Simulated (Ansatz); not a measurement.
# Which is lower?

The two ends of one reaction step of SiH2BrCl3, singlet (PBE0-D4/def2-TZVP).

A:

```
7
angstrom
Si -1.2498 -0.0614 0.3609
H 2.7213 0.0631 -0.8181
Cl -0.1834 -1.4907 -0.5962
Cl -1.9042 -0.7899 2.1311
Cl -2.8393 0.4598 -0.7768
H 3.4402 0.1294 -1.0075
Br 0.0152 1.6898 0.7067
```

B:

Si1  (-0.346, -0.943, -0.210)
H2  (1.122, -0.924, -0.231)
Cl3  (-1.026, -2.662, -1.044)
Cl4  (-1.019, -0.793, 1.695)
Cl5  (-1.051, 0.636, -1.295)
H6  (0.613, 2.343, 0.088)
Br7  (1.707, 2.344, 0.997)
(Å)

Program: Ansatz 0.2.0. Basis: def2-TZVPP. Cores are frozen in the correlated methods. Filled d shells of the heavier atoms are correlated. The def2 sets are not built for correlating such inner shells, so the correlated values are less sure here. B3LYP uses VWN-RPA correlation.

Problem. Which structure is lower at CCSD(T), and by how much? (To be estimated.)

Solution. Computed: A, by 12.34 kcal/mol (electronic energy, against the other). By their contacts, A is a complex of SiBrCl₃ ([Cl][Si]([Cl])([Cl])[Br]) + H₂ and B is a complex of SiHCl₃ ([Cl][SiH]([Cl])[Cl]) + HBr.

All methods give the same order:

```json
{"method": "SPW92", "E(B) − E(A) (kcal/mol)": "12.35"}
{"method": "PBE-D4", "E(B) − E(A) (kcal/mol)": "14.15"}
{"method": "BLYP-D4", "E(B) − E(A) (kcal/mol)": "13.47"}
{"method": "r2SCAN-D4", "E(B) − E(A) (kcal/mol)": "14.51"}
{"method": "B97M-V", "E(B) − E(A) (kcal/mol)": "13.29"}
{"method": "PBE0-D4", "E(B) − E(A) (kcal/mol)": "13.74"}
{"method": "B3LYP-D4", "E(B) − E(A) (kcal/mol)": "12.98"}
{"method": "r2SCAN0-D4", "E(B) − E(A) (kcal/mol)": "14.07"}
{"method": "BHLYP-D4", "E(B) − E(A) (kcal/mol)": "12.68"}
{"method": "CAM-B3LYP-D4", "E(B) − E(A) (kcal/mol)": "11.56"}
{"method": "wB97X-V", "E(B) − E(A) (kcal/mol)": "12.85"}
{"method": "wB97M-V", "E(B) − E(A) (kcal/mol)": "13.68"}
{"method": "B2PLYP", "E(B) − E(A) (kcal/mol)": "12.72"}
{"method": "PBE-QIDH", "E(B) − E(A) (kcal/mol)": "14.07"}
{"method": "RPA on PBE", "E(B) − E(A) (kcal/mol)": "11.40"}
{"method": "HF", "E(B) − E(A) (kcal/mol)": "9.59"}
{"method": "MP2", "E(B) − E(A) (kcal/mol)": "15.30"}
{"method": "CCSD", "E(B) − E(A) (kcal/mol)": "11.38"}
{"method": "CCSD(T)", "E(B) − E(A) (kcal/mol)": "12.34"}
```

T1 diagnostic: at most 0.008.

Labels in which every atom is bracketed show which atoms are joined, not bond orders.

For scale, one of the runs: CCSD(T)/def2-TZVPP, 244 basis functions, launched by `ansatz run in.yaml --threads 8 --pin off --events-out ev --progress --plain --max-ram 19148MiB`. Time: 120 s of wall clock on 8 CPU threads of an Arm Neoverse V2; the host was shared. Peak host memory: 4.5 GiB.
